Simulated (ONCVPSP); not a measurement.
indium (In): one change to an ONCV potential, before and after

ONCVPSP 4.0.1 input, shortened (lines: element, Z, core and valence counts, functional; n l f; lmax; l rc ep ncon nbas qcut; lloc lpopt rc5 dvloc0; l nproj debl; icmod fcfact rcfact), LDA (Perdew-Wang 92), scalar-relativistic:

```
  In 49.00    9    2  -001012      upf
    1    0    2.00
    2    0    2.00
    2    1    6.00
    3    0    2.00
    3    1    6.00
    3    2   10.00
    4    0    2.00
    4    1    6.00
    4    2   10.00
    5    0    2.00
    5    1    1.00
    1
    0    2.05    0.00    4    7    3.10
    1    2.85    0.00    3    6    3.30
    0    5    2.05    0.00
    0    0    0.60
    1    2    1.30
    3    2.00    1.65
```

All-electron outer shells of the reference configuration (LDA (PZ), scalar-relativistic, ld1.x):

```
shell  level (eV)  outermost node (bohr)  outermost maximum (bohr)
   4p      -78.05                   0.42                      0.82
   4d      -18.71                   0.40                      0.94
   5s       -8.49                   1.02                      2.13
   5p       -2.70                   1.14                      2.85
```

Change: s: rc 2.8.

Cutoffs: the cutoffs (Ha) at which the residual kinetic energy of the hardest occupied pseudo-wave falls to 1 and 0.1 mHa per electron; they do not see the model core or the augmentation charge, which bear on the density cutoff. Errors are all-electron minus pseudo energies relative to the spin-unpolarised reference configuration.

Predict the effect on cutoff, ghosts and configuration errors.

The potential gets softer (6.0 Ha and 21 Ha → 4.0 Ha and 8.4 Ha); of the 4 tests that both files solve, the error grows in 1 and shrinks in 0 by more than 15 % and 0.3 meV (median size 43.0 → 46.5 meV); the range in which the p phases agree narrows (upper end at the end of the scan → 2.0); neither file shows a bound ghost. A larger radius leaves more room for a smooth pseudo-wave, so fewer plane waves are needed.

```csv
quantity,base,changed
"cutoff, loose",6.0 Ha,4.0 Ha
"cutoff, tight",21 Ha,8.4 Ha
loose cutoff by channel,"s 6.0 Ha, p 2.6 Ha","s 4.0 Ha, p 2.6 Ha"
bound ghosts,none,none
GHOST(+) flags under 300 eV,none,none
"error for 5s2 5p0, meV [ΔE 5.59 eV]",-43,-40
"error for 5s1 5p0, meV [ΔE 25.24 eV]",-246,-250
"error for 5s2 5p0.5, meV [ΔE 2.04 eV]",-7.8,-7.3
"error for 5s1 5p1, meV [ΔE 12.28 eV]",-43,-53
p: phases at 2.90 bohr within 0.05 rad from the reference energy up to (Ha; the scan ends near 5),to the end of the scan,2.0
"rms error of d²Exc/dni dnj with the model core, mHa",2.73,2.55
```
